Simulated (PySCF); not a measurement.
Compound: C7H5F2O (charge -1).
Numbering: `[O-:1][c:2]1[cH:3][cH:4][cH:5][cH:6][c:7]1[CH:8]([F:9])[F:10]`

NICS = −σ at a ghost point: NICS(0) at the centroid of the ring atoms, NICS(1) 1 Å to either side along the normal of their mean plane, zz for the tensor component along that normal. Level: GIAO PBE0/pcSseg-1 (PySCF, non-relativistic, gas phase) on the GFN2-xTB geometry, one conformer.

Ring bond lengths (Å), with Mayer bond orders in brackets: C2–C3 1.433 (1.23), C3–C4 1.369 (1.52), C4–C5 1.394 (1.35), C5–C6 1.382 (1.44), C6–C7 1.382 (1.39), C7–C2 1.441 (1.11).

Q: What do the NICS probes read (ppm)?

A: 
| ring | type | NICS(0) | NICS(1), two faces | NICS(1)zz, two faces | rms pucker (Å) | centre to ring atoms, mean (Å) |
| --- | --- | --- | --- | --- | --- | --- |
| C2–C3–C4–C5–C6–C7 | 6-membered carbocycle; formal bonds all aromatic | -4.4 | -7.1 / -7.1 | -15.8 / -15.8 | 0.00 | 1.40 |

Q: What can be read from them?

A: 
- C2–C3–C4–C5–C6–C7: mean NICS(1)zz -15.8 ppm, shielded.

Q: How equal are the bonds by HOMA? Use HOMA with the parameters of Krygowski (1993).

A: 
- C2–C3–C4–C5–C6–C7: HOMA 0.77 = 1 − EN − GEO, with mean bond length 1.400 Å, EN = α(Ropt − mean)² = 0.037 and GEO = α × variance = 0.189.

Q: What is the mean of the two in-plane components of NICS at the second NICS(1) probe listed for ring C2–C3–C4–C5–C6–C7, 1 Å off the ring?

A: The isotropic value is a third of the trace: (3 × -7.1 − (-15.8))/2 = -2.7 ppm.

Q: Give the inner angles of the rings and the Hirshfeld charges of the ring atoms.

A: 
- C2–C3–C4–C5–C6–C7: C2 114.0° (+0.048 e), C3 122.5° (-0.120 e), C4 121.5° (-0.087 e), C5 118.5° (-0.134 e), C6 121.1° (-0.083 e), C7 122.4° (-0.096 e); sum 720.0° against 720° for a flat convex ring.

Time: 30 s; peak memory 0.88 GiB. Hardware: one thread of an Arm Neoverse V2, no GPU, shared host. This is the whole shielding run at PBE0/pcSseg-1, SCF included.

Conformer computed: `[O-:1][c:2]1[cH:3][cH:4][cH:5][cH:6][c:7]1[CH:8]([F:9])[F:10]`: C6–C7–C8–F9 -59°.
